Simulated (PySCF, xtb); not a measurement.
CdS, SMILES [S]=[Cd].

GFN2-xTB run with xtb at its own geometry gives an orbital gap of 1.28 eV and a dipole moment of 6.28 D.

The structure is a stationary point at r2SCAN-D4/def2-TZVPD. The def2 effective core potentials stand for the cores of Cd; spin–orbit coupling is left out.

### Question
What does M06-2X/def2-TZVPD (PySCF) give? (An estimate is asked for; the answer gives what the named calculation found.)

### Answer
gap 3.85 eV (levels -7.38 and -3.54 eV), dipole 6.24 D.
